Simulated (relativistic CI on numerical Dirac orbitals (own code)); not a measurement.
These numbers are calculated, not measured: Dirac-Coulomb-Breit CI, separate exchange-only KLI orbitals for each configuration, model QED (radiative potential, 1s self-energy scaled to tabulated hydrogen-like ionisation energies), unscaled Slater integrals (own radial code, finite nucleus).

The strongest absorption lines from the ground level of an ion, among the configurations computed and to levels below about 125 eV (vacuum wavelength in Å, gf): 112.08 (0.0075), 113.89 (0.13), 244.89 (0.53), 250.84 (0.71), 285.53 (0.014), 298.21 (0.22), 391.30 (0.057), 452.59 (0.06).

Which ion is it?
A. V7+
B. V9+
C. Co13+
D. V11+

B. V9+ has 14 electrons and the ground level 3s2 3p2 3P_0; the strongest line goes to 3s2 3p 3d 3P°_1. The pattern of lines fixes the number of electrons, and along that sequence the line energies rise steadily with the charge (about as its square where n changes within one kind of shell, about linearly where n is kept but much faster in heavy ions where fine structure, which grows about as Z⁴, sets the gap, and irregularly where shells cross), which fixes Z. Configurations outside the model, such as inner-shell arrays, can give stronger lines. At this charge energies of transitions that change n are usually good to better than 1 %, and those within a shell (Δn = 0) to a few per cent.

LS names give the leading component of a level, which can be under half, so a name can repeat, a term be missing and a line seem to break the LS rules.
